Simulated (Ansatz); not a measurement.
Basis sets compared for `CCC(CC(C)c1ccc(OC(C)=O)cc1)c1ccc(OC(C)=O)cc1`. Total charge 0; singlet. Geometry r2SCAN-D4/def2-SVP. Ansatz on 2 threads of AMD EPYC 7R13 on a shared host and a share (18 GiB) of an NVIDIA H100 80GB HBM3; times are rough, and most runs start from earlier orbitals.

Cartesian coordinates in Å:
```
C 0.9811 0.3533 4.4997
C 0.2302 -0.3314 3.3649
C 0.7110 0.0798 1.9591
C -0.0279 -0.7401 0.8858
C 0.5181 -0.6367 -0.5557
C 0.1201 0.6519 -1.2885
C 0.0975 -1.8593 -1.3508
C -1.2531 -2.0955 -1.6574
C -1.6431 -3.2324 -2.3654
C -0.6775 -4.1509 -2.7820
O -1.1279 -5.2251 -3.5383
C -0.6910 -6.4960 -3.2764
C -1.3110 -7.4492 -4.2563
O 0.0739 -6.7786 -2.3936
C 0.6734 -3.9409 -2.5008
C 1.0434 -2.7991 -1.7858
C 0.6072 1.5781 1.7614
C 1.7522 2.3668 1.5822
C 1.6583 3.7465 1.3835
C 0.4031 4.3533 1.3743
O 0.3734 5.7335 1.2315
C -0.4771 6.3138 0.3270
C -0.3354 7.8064 0.3931
O -1.2143 5.6970 -0.3940
C -0.7565 3.5978 1.5726
C -0.6421 2.2215 1.7648
H 0.8435 1.4460 4.4737
H 0.6344 -0.0065 5.4809
H 2.0644 0.1553 4.4355
H -0.8526 -0.1216 3.4487
H 0.3316 -1.4277 3.4560
H 1.7845 -0.1837 1.8904
H 0.0254 -1.7989 1.1940
H -1.1038 -0.4808 0.8924
H 1.6224 -0.6654 -0.4889
H 0.4821 0.6281 -2.3284
H 0.5302 1.5480 -0.8029
H -0.9759 0.7681 -1.3182
H -2.0186 -1.3814 -1.3381
H -2.6920 -3.4205 -2.6085
H -0.9689 -7.2012 -5.2727
H -2.4058 -7.3430 -4.2512
H -1.0235 -8.4762 -4.0033
H 1.4242 -4.6613 -2.8275
H 2.1024 -2.6344 -1.5603
H 2.7379 1.8899 1.5859
H 2.5479 4.3643 1.2374
H 0.7190 8.0945 0.2722
H -0.6531 8.1593 1.3862
H -0.9529 8.2700 -0.3847
H -1.7346 4.0808 1.5659
H -1.5543 1.6339 1.9105
```

Single mean-field runs in def2-SVP, def2-TZVP are fitted with def2-universal-jkfit.

Binding counts from free atoms (C triplet, O triplet, H doublet) in the same basis, without a counterpoise term.

```tsv
level	functions	energy (Eh)	HOMO (eV)	LUMO (eV)	binding per atom (eV)	wall time
PBE-D4/def2-SVP	494	-1152.7334	-5.60	-1.32	5.01	12 s
PBE0-D4/def2-SVP	494	-1152.8296	-6.64	-0.39	4.91	8 s
```

(1) Estimate the rows for PBE-D4/def2-TZVP (with forces), PBE0-D4/def2-TZVP.

Answers

(1) 
```csv
level,functions,energy (Eh),HOMO (eV),LUMO (eV),binding per atom (eV),wall time
PBE-D4/def2-TZVP (with forces),962,-1153.9857,-5.67,-1.46,4.94,12 s
PBE0-D4/def2-TZVP,962,-1154.0680,-6.64,-0.49,4.84,16 s
```
